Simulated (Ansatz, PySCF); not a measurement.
Energy difference 1.5 R1 → P1, each structure at its B3LYP-D3(BJ)/def2-TZVP stationary point, reached from a drawn start (curvature not checked).
P1: O3 (SMILES O=[O+][O-]), charge 0, multiplicity 1.
R1: O2 (SMILES O=O), charge 0, multiplicity 3.

P less R. No zero-point or thermal terms; singlets are restricted closed shells; open shells are unrestricted; no spin–orbit coupling.

Cores are frozen in the correlated methods. CBS(a, b) extrapolates the correlation energy as X⁻³ and adds the Hartree–Fock energy of set b.

The values were computed with Ansatz (a first-principles code) with Gaussian orbitals; PySCF for the D3/D4 terms. All values are computed, each at the level named.

```json
[
 {"level": "HF/cc-pVQZ", "reaction energy (kJ/mol)": "438.0"},
 {"level": "PBE-D3(BJ)/def2-TZVPP", "reaction energy (kJ/mol)": "130.1"},
 {"level": "B97M-V/def2-TZVPP", "reaction energy (kJ/mol)": "160.4"},
 {"level": "CAM-B3LYP/def2-TZVPP", "reaction energy (kJ/mol)": "207.5"},
 {"level": "CAM-B3LYP-D3(BJ)/def2-TZVPP", "reaction energy (kJ/mol)": "206.9"},
 {"level": "B2PLYP-D4/def2-TZVPP", "reaction energy (kJ/mol)": "165.6"},
 {"level": "MP2/cc-pVDZ", "reaction energy (kJ/mol)": "158.9"},
 {"level": "MP2/CBS(cc-pVTZ, cc-pVQZ)", "reaction energy (kJ/mol)": "104.0"},
 {"level": "CCSD(T)/cc-pVDZ", "reaction energy (kJ/mol)": "___"}
]
```

### Question
What belongs in the gaps?

### Answer

- CCSD(T)/cc-pVDZ, reaction energy (kJ/mol): 185.1

Doubts at one or more of the structures used: other coupled-cluster roots may lie near (CCSD(T)/cc-pVDZ).
